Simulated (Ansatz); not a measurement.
Ansatz (a quantum-chemistry and plane-wave program) input (HSE06/def2-TZVPD):

Ansatz 0.2 input:
```yaml
crystal:
  periodic: [false, false, false]
  atoms:
    - {symbol: Si, position_ang: [-0.95498657, -0.70182475, -0.74032531]}
    - {symbol: N, position_ang: [0.55188036, -0.01816519, 0.15042733]}
    - {symbol: C, position_ang: [0.94897049, 1.33214238, -0.37816308]}
    - {symbol: H, position_ang: [1.13945808, 1.25966088, -1.44629239]}
    - {symbol: H, position_ang: [0.13619169, 2.03062229, -0.19231380]}
    - {symbol: H, position_ang: [1.84621353, 1.66839094, 0.13671936]}
    - {symbol: C, position_ang: [0.35518307, 0.01050901, 1.64069807]}
    - {symbol: H, position_ang: [-0.47015645, 0.68103168, 1.86925344]}
    - {symbol: H, position_ang: [0.12762793, -0.99243886, 1.99390274]}
    - {symbol: H, position_ang: [1.26440883, 0.37342833, 2.11483959]}
    - {symbol: H, position_ang: [-0.55049032, -0.71466296, -2.15187404]}
    - {symbol: H, position_ang: [-1.99953801, 0.27507066, -0.40803101]}
    - {symbol: H, position_ang: [-1.14146779, -2.03004203, -0.14256664]}
    - {symbol: H, position_ang: [1.32948061, -0.65426644, -0.03728414]}
basis:
  gaussian:
    orbitals: def2-TZVPD
hamiltonian:
  xc: {name: HSE06}
total_charge: 1
output: {forces: true}
```

End of the output:

```
integrals: 0.21 GiB planned
1333 factors; their error is unknown
integrals: 0.25 GiB planned
222 factors; integrals over basis functions are off by at most 3.4e-7 eV
mean field: 1.81 GiB planned
mean field evaluation 1: about -11578.7029 eV, gradient 7.7e1 eV
mean field evaluation 2: about -11566.3002 eV, gradient 1.0e2 eV
mean field evaluation 4: about -11591.6443 eV, gradient 6.9e0 eV
mean field evaluation 8: about -11591.7293 eV, gradient 2.7e-2 eV
mean field evaluation 16: about -11591.7104 eV, gradient 1.1e-5 eV
mean field -11591.71035877 eV, -425.9874985413 hartree, gradient 1.2e-5 eV, S^2 0.000000; 0 other end points of the search recorded, 0 dependent functions left out
the calculation of the forces begins
reference -11591.71040398 eV, -425.9875002027 hartree; 21, 21 occupied and 223, 223 virtual orbitals, 1333 factors
Total energy: -11591.71040398 eV, -425.9875002027 hartree
Atom 0 at    -0.954987    -0.701825    -0.740325 Å, force     0.163356     0.090959     0.107592 eV/Å
Atom 1 at     0.551880    -0.018165     0.150427 Å, force    -0.016046     0.199432     0.125837 eV/Å
Atom 2 at     0.948970     1.332142    -0.378163 Å, force    -0.109771    -0.315574     0.130028 eV/Å
Atom 3 at     1.139458     1.259661    -1.446292 Å, force     0.008653    -0.008867    -0.063361 eV/Å
Atom 4 at     0.136192     2.030622    -0.192314 Å, force    -0.049427     0.037021     0.011575 eV/Å
Atom 5 at     1.846214     1.668391     0.136719 Å, force     0.050930     0.014325     0.032936 eV/Å
Atom 6 at     0.355183     0.010509     1.640698 Å, force     0.033459     0.003223    -0.356951 eV/Å
Atom 7 at    -0.470156     0.681032     1.869253 Å, force    -0.048698     0.038643     0.009098 eV/Å
Atom 8 at     0.127628    -0.992439     1.993903 Å, force    -0.014682    -0.060805     0.015977 eV/Å
Atom 9 at     1.264409     0.373428     2.114840 Å, force     0.054260     0.021738     0.021612 eV/Å
Atom 10 at    -0.550490    -0.714663    -2.151874 Å, force     0.033120    -0.001754    -0.110389 eV/Å
Atom 11 at    -1.999538     0.275071    -0.408031 Å, force    -0.084484     0.078479     0.026527 eV/Å
Atom 12 at    -1.141468    -2.030042    -0.142567 Å, force    -0.013076    -0.104575     0.046676 eV/Å
Atom 13 at     1.329481    -0.654266    -0.037284 Å, force    -0.007592     0.007756     0.002845 eV/Å
Dipole moment:     0.260719    -0.003081     0.074666 e Å
```

It need not be the lowest isomer of its formula.
